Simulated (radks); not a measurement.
The numbers below are computed, except where a source is named.
Question: These are the eigenvalues of the occupied orbitals of an atom or ion with whole-number occupations (eV). Code: a radial shooting solver on a logarithmic mesh with Libxc functionals. Model: Dirac Kohn-Sham, BLYP, spin-unpolarised, spherical densities, finite nucleus; Fermi nuclear charge, rms radius of each element as measured or else 0.836 A^(1/3) + 0.57 fm.

1s1/2: -12181.54
2s1/2: -1948.072
2p1/2: -1791.548
2p3/2: -1754.741
3s1/2: -582.9755
3p1/2: -529.8715
3p3/2: -523.0077
3d3/2: -436.9001

Which element is it, and in what charge state? The configuration may be excited.

Answer: Z = 33, arsenic, charge +14: As14+ in [Ne] 3s2 3p(1/2: 1, 3/2: 4) 3d(3/2: 2, 5/2: 0). The list shows which subshells hold electrons but not how many an open one holds; the 1s level, -447.66 hartree, gives Z - s = 29.9 by -(Z - s)^2/2, which with screening and relativity narrows Z to a few neighbours, and the depths of the outer levels then fix element, charge and occupations together.
